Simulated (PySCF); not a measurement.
Compound: C6H4OS.
Atom-mapped SMILES: `[cH:1]1[cH:2][c:3]2[s:4][cH:5][cH:6][c:7]2[o:8]1` (hydrogens: H9 on C1; H10 on C2; H11 on C5; H12 on C6)

The same species was optimised twice, with GFN2-xTB and with PBE0-D3(BJ)/def2-SVP (PySCF), and the same property calculations (PySCF, gas phase) were run on both structures.

```csv
coordinate,GFN2-xTB,PBE0-D3(BJ)/def2-SVP,change
C2–C3 (Å),1.414,1.428,+0.014
C5–C6 (Å),1.358,1.371,+0.013
C3–C7 (Å),1.392,1.383,-0.009
C6–C7 (Å),1.411,1.417,+0.006
C1–O8 (Å),1.354,1.358,+0.004
C1–C2 (Å),1.363,1.367,+0.004
S4–C5 (Å),1.737,1.738,+0.001
C7–O8 (Å),1.345,1.346,+0.001
C3–S4 (Å),1.722,1.721,-0.001
C6–C7–O8 (°),135.7,133.8,-1.9
C3–C7–C6 (°),114.2,115.7,+1.5
C2–C3–S4 (°),142.3,143.3,+1.0
C5–C6–C7 (°),110.2,109.2,-1.0
S4–C3–C7 (°),111.1,110.2,-0.9
C3–S4–C5 (°),90.1,91.0,+0.9
S4–C5–C6 (°),114.4,113.9,-0.5
C3–C7–O8 (°),110.2,110.6,+0.4
```

Rotational constants: A = 4084, B = 1764, C = 1232 MHz (GFN2-xTB) against A = 4069, B = 1755, C = 1226 MHz (PBE0-D3(BJ)/def2-SVP). Point groups within 0.08 Å: Cs and Cs.

On the GFN2-xTB structure: lowest singlet, TDDFT (eV) 5.15 [CAM-B3LYP/def2-SVPD]; lowest triplet, Tamm–Dancoff (eV) 3.35 [CAM-B3LYP/def2-SVPD]; isotropic polarisability (au) 85.6 [CAM-B3LYP/def2-SVPD]; HOMO (eV) -7.45 [CAM-B3LYP/def2-SVPD]; LUMO (eV) 0.38 [CAM-B3LYP/def2-SVPD]; dipole (D) 0.18 [CAM-B3LYP/def2-SVPD]; HOMO (eV) -6.27 [PBE0/pcSseg-1]; LUMO (eV) -0.61 [PBE0/pcSseg-1]; dipole (D) 0.23 [PBE0/pcSseg-1]; GIAO shielding of C1 (ppm) 36.9 [PBE0/pcSseg-1]; GIAO shielding of C2 (ppm) 74.4 [PBE0/pcSseg-1]; GIAO shielding of C3 (ppm) 50.8 [PBE0/pcSseg-1]; GIAO shielding of S4 (ppm) 368.0 [PBE0/pcSseg-1]; GIAO shielding of C5 (ppm) 54.7 [PBE0/pcSseg-1]; GIAO shielding of C6 (ppm) 72.1 [PBE0/pcSseg-1]; GIAO shielding of C7 (ppm) 23.1 [PBE0/pcSseg-1]; GIAO shielding of O8 (ppm) 68.2 [PBE0/pcSseg-1].

Problem. What do these properties become on the PBE0-D3(BJ)/def2-SVP structure?

Solution. 
```tsv
property	level	on GFN2-xTB	on PBE0-D3(BJ)/def2-SVP	change
lowest singlet, TDDFT (eV)	CAM-B3LYP/def2-SVPD	5.15	5.18	+0.03
lowest triplet, Tamm–Dancoff (eV)	CAM-B3LYP/def2-SVPD	3.35	3.37	+0.02
isotropic polarisability (au)	CAM-B3LYP/def2-SVPD	85.6	86.4	+0.8
HOMO (eV)	CAM-B3LYP/def2-SVPD	-7.45	-7.49	-0.04
LUMO (eV)	CAM-B3LYP/def2-SVPD	0.38	0.37	-0.01
dipole (D)	CAM-B3LYP/def2-SVPD	0.18	0.19	+0.01
energy, GFN2-xTB geometry as zero (kcal/mol)	CAM-B3LYP/def2-SVPD	0.0	-0.9	-0.9
HOMO (eV)	PBE0/pcSseg-1	-6.27	-6.31	-0.04
LUMO (eV)	PBE0/pcSseg-1	-0.61	-0.62	-0.01
dipole (D)	PBE0/pcSseg-1	0.23	0.24	+0.01
energy, GFN2-xTB geometry as zero (kcal/mol)	PBE0/pcSseg-1	0.0	-0.5	-0.5
GIAO shielding of C1 (ppm)	PBE0/pcSseg-1	36.9	35.0	-1.9
GIAO shielding of C2 (ppm)	PBE0/pcSseg-1	74.4	73.3	-1.1
GIAO shielding of C3 (ppm)	PBE0/pcSseg-1	50.8	53.7	+2.9
GIAO shielding of S4 (ppm)	PBE0/pcSseg-1	368.0	360.1	-7.9
GIAO shielding of C5 (ppm)	PBE0/pcSseg-1	54.7	51.3	-3.4
GIAO shielding of C6 (ppm)	PBE0/pcSseg-1	72.1	69.2	-2.9
GIAO shielding of C7 (ppm)	PBE0/pcSseg-1	23.1	23.7	+0.6
GIAO shielding of O8 (ppm)	PBE0/pcSseg-1	68.2	65.4	-2.8
```

The heavy atoms differ by 0.013 Å rms after alignment. Among bonds between heavy atoms C2–C3 and C5–C6 change most and about equally (+0.013 to +0.014 Å). Changes are differences of the printed values. Neither structure is proved a minimum here.
